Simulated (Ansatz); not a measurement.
Ligand exchange: SiH3(CH3) + CH5AlO3 → SiH3(OH) + C2H7AlO2

Species: SiH3(CH3) (methylsilane), singlet; CH5AlO3 `C[O][Al]([OH])[OH]`, singlet; SiH3(OH) (silanol), singlet; C2H7AlO2 `C[O][Al]([CH3])[OH]`, singlet. The partners trade CH3 for OH: Si–CH3 and Al–OH bonds give way to Si–OH and Al–CH3.

Shapes, held fixed at every level: PBE0-D4/def2-TZVP. Flexible molecules stand in one conformer, not always the lowest. Programs: Ansatz 0.2.0. The zero-point and thermal change to 298 K, harmonic and unscaled (PBE0-D4/def2-TZVP), is -0.8 kJ/mol.

(1) Estimate ΔH(298 K) of this reaction.

Results:

(1) The highest level, CCSD(T)/CBS estimate, gives ΔH(298 K) = +44.1 kJ/mol; the levels span +41.6 to +52.3. The column of differences is taken from that level and isn't an error. No measured value is set beside it here. The CBS estimate extrapolates MP2 from def2-TZVPP and def2-QZVPP and adds CCSD(T) − MP2 in the triple-zeta set, cores frozen. Times are processor times on shared x86 and Arm servers, and rough.

```json
{"level": "B3LYP-D4/def2-TZVPP", "kind": "global hybrid", "ΔH(298 K) (kJ/mol)": "+43.3", "less CCSD(T)/CBS estimate": "-0.8", "CPU time (sum over the molecules)": "37 s"}
{"level": "wB97M-V/def2-TZVPP", "kind": "range-separated hybrid", "ΔH(298 K) (kJ/mol)": "+41.6", "less CCSD(T)/CBS estimate": "-2.5", "CPU time (sum over the molecules)": "91 s"}
{"level": "wB97X-V/def2-TZVPP", "kind": "range-separated hybrid", "ΔH(298 K) (kJ/mol)": "+43.0", "less CCSD(T)/CBS estimate": "-1.1", "CPU time (sum over the molecules)": "65 s"}
{"level": "B2PLYP/def2-TZVPP", "kind": "double hybrid", "ΔH(298 K) (kJ/mol)": "+43.9", "less CCSD(T)/CBS estimate": "-0.2", "CPU time (sum over the molecules)": "45 s"}
{"level": "CCSD(T)/def2-SVP", "kind": "coupled cluster or CI", "ΔH(298 K) (kJ/mol)": "+52.3", "less CCSD(T)/CBS estimate": "+8.2", "CPU time (sum over the molecules)": "36 s"}
{"level": "CCSD(T)/def2-TZVPP", "kind": "coupled cluster or CI", "ΔH(298 K) (kJ/mol)": "+45.0", "less CCSD(T)/CBS estimate": "+0.9", "CPU time (sum over the molecules)": "17 min"}
{"level": "CCSD(T)/CBS estimate", "kind": "coupled cluster or CI", "ΔH(298 K) (kJ/mol)": "+44.1", "less CCSD(T)/CBS estimate": "0.0", "CPU time (sum over the molecules)": "20 min"}
```
